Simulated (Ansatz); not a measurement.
Abstraction of H: C3H4 + SbH2 → C3H3 + SbH3

Gas-phase species: C3H4 (propyne) `C#CC`, singlet; SbH2 `[SbH2]`, doublet; C3H3 (propargyl radical) `[CH]=C=C`, doublet; SbH3 (stibine) `[SbH3]`, singlet. A radical takes H: the energy is the difference in strength between the C–H bond broken and the Sb–H bond made.

Shapes, held fixed at every level: PBE0-D4/def2-TZVP. Programs: Ansatz 0.2.0. The zero-point and thermal change to 298 K, harmonic and unscaled (PBE0-D4/def2-TZVP), is -15.7 kJ/mol.

Task: Estimate ΔH(298 K) of this reaction.

Result: B2PLYP/def2-TZVPP gives ΔH(298 K) = +100.7 kJ/mol; the levels span +80.0 to +104.7. The median of the levels is +89.0. No measured value is set beside it here. Spin contamination: C3H3 (⟨S²⟩ up to 0.96). Open shells run unrestricted. For atoms past krypton def2 sets carry core potentials with scalar relativity. Outer-core shells of Sb are correlated, in sets that cover them unevenly. Times are processor times on shared x86 and Arm servers, and rough.

```json
{"level": "HF/def2-SVP", "kind": "Hartree–Fock", "ΔH(298 K) (kJ/mol)": "+89.0", "CPU time (sum over the molecules)": "–"}
{"level": "PBE-D4/def2-TZVPP", "kind": "GGA", "ΔH(298 K) (kJ/mol)": "+84.7", "CPU time (sum over the molecules)": "7.7 s"}
{"level": "r2SCAN-D4/def2-TZVPP", "kind": "meta-GGA", "ΔH(298 K) (kJ/mol)": "+80.0", "CPU time (sum over the molecules)": "16 s"}
{"level": "r2SCAN0-D4/def2-TZVPP", "kind": "global hybrid", "ΔH(298 K) (kJ/mol)": "+87.2", "CPU time (sum over the molecules)": "15 s"}
{"level": "wB97M-V/def2-TZVPP", "kind": "range-separated hybrid", "ΔH(298 K) (kJ/mol)": "+104.7", "CPU time (sum over the molecules)": "29 s"}
{"level": "wB97X-V/def2-TZVPP", "kind": "range-separated hybrid", "ΔH(298 K) (kJ/mol)": "+98.0", "CPU time (sum over the molecules)": "23 s"}
{"level": "B2PLYP/def2-TZVPP", "kind": "double hybrid", "ΔH(298 K) (kJ/mol)": "+100.7", "CPU time (sum over the molecules)": "29 s"}
```
